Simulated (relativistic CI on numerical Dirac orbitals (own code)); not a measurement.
Yb3+: 4p photoemission

Computed with this model: Dirac-Coulomb-Breit CI, KLI orbitals optimised for each configuration, a model potential for QED, valence Slater integrals scaled by 0.8, multiplet model of photoemission in the sudden approximation; configurations [Xe] 4f13 → [Ar] 3d10 4s2 4p5 4d10 4f13 5s2 5p6; 300 K; Lorentzian 3.5 eV and Gaussian 0.7 eV FWHM. Energies are those of the free ion, without screening or charge transfer. The energies are binding energies and can lie tens of eV above those of solids. S is read from ⟨S²⟩ = S(S + 1).

free ion: ground-state S = 0.50, centroid 404.75 eV. Peaks (eV, height): 386.4 (100), 391.2 (42), 438.8 (61).

Strongest unbroadened transitions for free ion:

| Energy (eV) | Relative strength |
| --- | --- |
| 386.33 | 100.0 |
| 386.77 | 43.6 |
| 388.05 | 15.6 |
| 389.39 | 1.2 |
| 391.53 | 30.9 |
| 391.77 | 14.4 |
| 437.74 | 0.1 |
| 438.22 | 44.9 |
| 439.32 | 57.6 |
| 441.32 | 0.1 |
